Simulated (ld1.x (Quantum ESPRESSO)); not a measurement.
# Building the PAW potential for F (Z = 9) (BP86, scalar-relativistic).

ld1.x (Quantum ESPRESSO) 7.5 was run on this input:

```
&input
   title='F', zed=9., rel=1, dft='BP', iswitch=3,
   config='[He] 2s2 2p5',
   nld=2, rlderiv=1.90, eminld=-4.0, emaxld=5.0, deld=0.02
 /
 &inputp
   pseudotype=3, lpaw=.true., tm=.true., lloc=-1, rcloc=0.60,
   nlcc=.true., new_core_ps=.true., rcore=0.50,
   which_augfun='PSQ', rmatch_augfun_nc=.true.,
   file_pseudopw='F.UPF', file_wfcaegen='ae.wfc', file_wfcncgen='nc.wfc', file_beta='beta', file_chi='chi', file_wfcusgen='us.wfc'
 /
4
2S  1  0   2.00   0.00  0.60  0.75  0.0
2S  1  0   0.00  -1.20  0.60  0.75  0.0
2P  2  1   5.00   0.00  1.30  1.75  0.0
2P  2  1   0.00   0.40  1.30  1.75  0.0
 &test
   configts(1)='2s2 2p5'
 /
```

Command:

```bash
ld1.x < F.in > F.out
```

The program printed (shortened: banner, matrices, multipoles, cross overlaps and the repeated all-electron block are left out):

```
Program LD1 v.7.5
     --------------------------- All-electron run ----------------------------

     F
     scalar relativistic calculation

     atomic number is  9.00
     dft =BP   lsd =0 sic =0 latt =0  beta=0.20 tr2=1.0E-14
     Exchange-correlation= BP
                           (   1   1   1   1   0   0   0)
     mesh =1105 r(mesh) =  99.76081 a.u. xmin = -7.00 dx = 0.01250
     1 Ry =  13.60569312 eV, c = 137.03599908

     n l     nl                  e(Ry)          e(Ha)          e(eV)
     1 0     1S 1( 2.00)       -48.8021       -24.4011      -663.9868
     2 0     2S 1( 2.00)        -2.2042        -1.1021       -29.9891
     2 1     2P 1( 5.00)        -0.8235        -0.4118       -11.2046

     final scf error:  3.7E-15 reached in  22 iterations

     Etot =    -199.674043 Ry,     -99.837021 Ha,   -2716.703749 eV

     Ekin =     199.499429 Ry,      99.749715 Ha,    2714.328011 eV
     Encl =    -477.948735 Ry,    -238.974367 Ha,   -6502.823811 eV
     Eh   =      99.397710 Ry,      49.698855 Ha,    1352.374735 eV
     Exc  =     -20.622447 Ry,     -10.311223 Ha,    -280.582684 eV

     normalization and overlap integrals

     s(1S/1S) =  1.000000  <r> =   0.1762  <r2> =    0.0419  r(max) =   0.1139
     s(2S/2S) =  1.000000  <r> =   1.0038  <r2> =    1.2291  r(max) =   0.7617
     s(2P/2P) =  1.000000  <r> =   1.1026  <r2> =    1.6266  r(max) =   0.7066

     ------------------------ End of All-electron run ------------------------

     --------------------- Generating PAW atomic setup --------------------

      Generating local potential from pseudized AE potential:
      Matching radius rcloc =   0.6000

      Local pseudo, rcloc= 0.593 Estimated cut-off energy=    67.94 Ry

      Computing core charge for nlcc:

       r > 0.50 : true rho core
      Core charge pseudized with two Bessel functions
      Integrated core pseudo-charge :   0.45
      Wfc-us  2S rcutus= 0.743  Estimated cut-off energy=    79.98 Ry
      Wfc-us  2S rcutus= 0.743  Estimated cut-off energy=    81.66 Ry
      Wfc-us  2P rcutus= 1.738  Estimated cut-off energy=    26.67 Ry
      Wfc-us  2P rcutus= 1.738  Estimated cut-off energy=    48.65 Ry

     Required augmentation: PSQ   radius:    1.750000

     Q pseudized with Bessel functions
     Expected ecutrho=     533.2387 due to l1=  0   l2=  1

     Estimated PAW energy =  -59.264933 Ryd

     ------------------- End of pseudopotential generation -------------------

     Computing logarithmic derivative in   1.90893
     Computing logarithmic derivative in   1.90893
     Computing the partial wave expansion
     R is outside the sphere for l=    0 j= 0.00
     R is outside the sphere for l=    0 j= 0.00
     R is outside the sphere for l=    1 j= 0.00
     R is outside the sphere for l=    1 j= 0.00

     ---------------------- Testing the pseudopotential ----------------------

     F
     scalar relativistic calculation

     atomic number is  9.00   valence charge is  7.00
     dft = SLA  PZ   B88  P86   lsd =0 sic =0 latt =0  beta=0.20 tr2=1.0E-14
     mesh =1105 r(mesh) =  99.76081 xmin = -7.00 dx = 0.01250

     n l     nl             e AE (Ry)        e PS (Ry)    De AE-PS (Ry)
     1 0     2S   1( 2.00)       -2.20416       -2.20421        0.00005
     2 1     2P   1( 5.00)       -0.82352       -0.82352       -0.00000

     eps = 5.1E-15  iter =  5

     Etot =    -199.674043 Ry,     -99.837021 Ha,   -2716.703749 eV
     Etotps =   -59.265045 Ry,     -29.632523 Ha,    -806.342020 eV

     Ekin =      50.439241 Ry,      25.219620 Ha,     686.260831 eV
     Encl =    -131.566847 Ry,     -65.783424 Ha,   -1790.058150 eV
     Ehrt =      42.485007 Ry,      21.242503 Ha,     578.037967 eV
     Ecxc =     -20.622446 Ry,     -10.311223 Ha,    -280.582669 eV
     (Ecc =      -0.976255 Ry,      -0.488128 Ha,     -13.282628 eV)

     ---------------------- End of pseudopotential test ----------------------
```

Generation and configuration tests took about 1.5 s on one core of a shared server CPU.
